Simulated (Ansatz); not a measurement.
A nudged elastic band was laid between two geometries of BF2HO + H3P (9 atoms, charge 0, multiplicity 1).

All numbers below come from RHF/def2-mTZVP in Ansatz.

```yaml
movable_images: 5
climbing_image: yes
spring: 5.0 eV/Å²
optimiser: quadratic models (default)
start_path: through a guess of the saddle point
force_threshold: 0.03 eV/Å
iteration_limit: 60
end_points: relaxed
```

First end point:

```xyz
9
Properties=species:S:1:pos:R:3
B -0.089 -1.035 -0.005
O -0.430 -1.788 1.042
H -1.262 -1.570 1.436
F 1.037 -1.254 -0.624
F -0.858 -0.064 -0.445
P 0.176 3.736 1.430
H 1.467 4.066 1.881
H 0.567 3.415 0.119
H 0.204 2.413 1.906
```

Last end point:

```xyz
9
Properties=species:S:1:pos:R:3
B 0.458 0.808 -0.094
O -0.622 -0.584 1.928
H -1.259 -1.250 1.714
F 1.476 -0.009 -0.117
F -0.574 0.499 -0.837
P 0.511 2.471 0.907
H 1.854 2.798 0.652
H -0.056 3.295 -0.080
H -0.975 -0.108 2.666
```

Task: Which bonds break or form, and what moves?

Result: Bonds broken: B1–O2, P6–H9. Bonds formed: B1–P6, O2–H9. BF2HO + H3P becomes BF2H2P + H2O.

Task: Give the energies along the band, and the barrier.

Result: The forces met the threshold. The highest image is number 3 of 0 to 6, 314.0 kJ/mol above the first end and 179.2 kJ/mol above the last; the last end lies 134.9 kJ/mol above the first. The profile has 2 maxima (images 3, 5) with wells between them (image 4): this band takes more than one step, which may be the mechanism or a detour left from its start path. A structure lower than the first end lies on the path between it and the top, so the climb from that side starts below the end, which may itself be a saddle point or a shallow side well. Neighbouring images differ by up to 3.3 eV, so the band resolves the path poorly. A vibrational analysis at the climbing image gives one clearly imaginary mode, 1879i cm⁻¹: a first-order saddle point. The orbitals stay closed-shell, which can raise the energy where a bond breaks towards radicals; this wasn't checked here.

```json
{"image": "0", "path coordinate (Å)": "0.00", "energy (kJ/mol)": "0.0", "B1–O2 (Å)": "1.33", "P6–H9 (Å)": "1.41", "B1–P6 (Å)": "4.99"}
{"image": "1", "path coordinate (Å)": "2.56", "energy (kJ/mol)": "0.3", "B1–O2 (Å)": "1.33", "P6–H9 (Å)": "1.41", "B1–P6 (Å)": "4.84"}
{"image": "2", "path coordinate (Å)": "5.13", "energy (kJ/mol)": "-2.0", "B1–O2 (Å)": "1.34", "P6–H9 (Å)": "1.40", "B1–P6 (Å)": "3.57"}
{"image": "3", "path coordinate (Å)": "7.70", "energy (kJ/mol)": "314.0", "B1–O2 (Å)": "1.48", "P6–H9 (Å)": "1.84", "B1–P6 (Å)": "2.38"}
{"image": "4", "path coordinate (Å)": "10.23", "energy (kJ/mol)": "134.5", "B1–O2 (Å)": "2.77", "P6–H9 (Å)": "4.38", "B1–P6 (Å)": "1.94"}
{"image": "5", "path coordinate (Å)": "12.76", "energy (kJ/mol)": "143.0", "B1–O2 (Å)": "2.47", "P6–H9 (Å)": "3.93", "B1–P6 (Å)": "1.96"}
{"image": "6", "path coordinate (Å)": "15.30", "energy (kJ/mol)": "134.9", "B1–O2 (Å)": "2.68", "P6–H9 (Å)": "3.46", "B1–P6 (Å)": "1.94"}
```

Task: What is the geometry of the highest image?

Result: 
```xyz
9
Properties=species:S:1:pos:R:3:forces:R:3
B -0.149 0.121 0.055 0.00 0.00 0.00
O 0.287 -0.298 1.407 0.00 0.00 0.00
H -0.433 -0.583 1.960 0.00 0.00 0.00
F 0.682 -0.207 -0.901 0.00 0.00 0.00
F -1.450 0.031 -0.135 0.00 0.00 0.00
P 0.278 2.424 0.448 0.00 0.00 0.00
H -0.405 2.907 1.580 0.00 0.00 0.00
H 1.590 2.650 0.901 0.00 0.00 0.00
H 0.413 0.875 1.425 0.00 0.00 0.00
```

Time of the run: 4 min on 2 threads of Arm Neoverse V2 (shared host), peak memory 0.24 GiB.
